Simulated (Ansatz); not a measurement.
# Reading a saddle point

A first-order saddle point of GeSiH₃F₃, closed shell, PBE0-D4/def2-TZVP, with one imaginary mode of 217i cm⁻¹:

```json
{"atom": "Ge1", "x (Å)": "0.0921", "y (Å)": "-0.7412", "z (Å)": "1.0676"}
{"atom": "Si2", "x (Å)": "-0.4255", "y (Å)": "1.1239", "z (Å)": "-0.8852"}
{"atom": "F3", "x (Å)": "0.5964", "y (Å)": "-0.4342", "z (Å)": "-0.7727"}
{"atom": "F4", "x (Å)": "-1.2189", "y (Å)": "0.7213", "z (Å)": "-2.2188"}
{"atom": "F5", "x (Å)": "0.7433", "y (Å)": "2.0624", "z (Å)": "-1.4537"}
{"atom": "H6", "x (Å)": "-1.3927", "y (Å)": "-1.0644", "z (Å)": "1.1969"}
{"atom": "H7", "x (Å)": "0.6439", "y (Å)": "0.3378", "z (Å)": "1.9937"}
{"atom": "H8", "x (Å)": "0.9615", "y (Å)": "-2.0055", "z (Å)": "1.0721"}
```

Computed with Ansatz 0.2.0 (basis: def2-TZVPP and def2-QZVPP); correlated methods freeze the cores. Filled d shells of the heavier atoms are correlated. The def2 sets are not built for correlating such inner shells, so the correlated values are less sure here. Extrapolation: Hartree–Fock as exp(−7.88 √X), correlation as X^−2.97.

Task: Which contacts change along the imaginary mode, and what lies on either side? (A judgement: the text doesn't fix the answer.)

Result: By the calculation: The step is GeSiH₃F₃ ([F][Si]([F])([F])[GeH3]) → GeH₃F ([F][GeH3]) + SiF₂, with the molecules in contact on both sides. Shortening one way: Ge1–F3; lengthening the same way: Ge1–Si2, Si2–F3.
```
   pair  one side (Å)  saddle (Å)  other side (Å)
 Ge1–F3          3.30        1.93            1.78
Ge1–Si2          2.36        2.75            3.53
 Si2–F3          1.58        1.87            2.27
```

Task: Which side is lower, and how far does the saddle lie above each? (To be estimated.)

Result: Computed: The side with Ge1–Si2, Si2–F3 short is lower by 56.69 kcal/mol; the saddle lies 62.71 kcal/mol above it and 6.01 kcal/mol above the other (CCSD(T) at an estimated basis limit (MP2 extrapolated from triple and quadruple zeta, plus CCSD(T) − MP2 in triple zeta); electronic energies).

T1 diagnostic: at most 0.014.

Losses and insertions of silylenes and their heavier kin drive the gas-phase chemistry of silicon and germanium vapour deposition.

Labels in which every atom is bracketed show which atoms are joined, not bond orders.

For scale, one of the runs: CCSD(T)/def2-TZVPP, 225 basis functions, launched by `ansatz run in.yaml --threads 8 --pin off --events-out ev --progress --plain --max-ram 19148MiB`. Time: 110 s of wall clock on 8 CPU threads of an Arm Neoverse V1; the host was shared. Peak host memory: 3.9 GiB.
